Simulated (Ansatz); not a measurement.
Reaction (formal exchange of groups at a B–C bond): `CBC=O` + `COC[SiH2]O` → `CB[SiH2]O` + `COCC=O`

Isolated molecules relaxed with PBE0-D4/def2-TZVP in Ansatz; ΔE leaves out vibrations. CCSD(T)/CBS adds triple-zeta CCSD(T) − MP2 to the extrapolated MP2 energy (def2 sets, frozen cores). DFT in def2-TZVPP. Each species was taken in one conformer, which may not be the lowest.

**Question.** Is it downhill or uphill in electronic energy at CCSD(T)/CBS, and by how much? (Estimate.)

**Answer.** Ansatz gave: Uphill: ΔE = +0.18 eV.

**Question.** What do these levels give: PBE-D4, BLYP-D4, ωB97M-V, BHLYP, HF/def2-QZVPP, MP2/def2-QZVPP? (Estimate.)

**Answer.** Computed: PBE-D4 0.15, BLYP-D4 0.24, ωB97M-V 0.20, BHLYP 0.14, HF/def2-QZVPP 0.09, MP2/def2-QZVPP 0.22 eV.

**Question.** What do rigid-rotor, harmonic-oscillator terms from PBE0-D4/def2-TZVP frequencies (298.15 K, 1 bar) make of the CCSD(T)/CBS value? (Best estimate.)

**Answer.** Computed: ΔZPE = +0.01 eV, ΔH = +0.19 eV, ΔS = -4 J/(mol·K), ΔG = +0.20 eV. Modes under 50 cm⁻¹ make the entropy rough.

Largest T1 diagnostic among the species: 0.016.

The D4 term adds +0.03 eV with B3LYP and +0.02 eV with PBE0; it sums over pairs of atoms, weighted by their polarisabilities, and B3LYP, whose exchange is more repulsive, gets the larger term. In def2-TZVPP, CCSD(T) changes the Hartree–Fock value by +0.07 eV (the triples alone add +0.02 eV) and MP2 by +0.12 eV.

B3LYP here is the variant with VWN-RPA as its local correlation; programs differ in this.
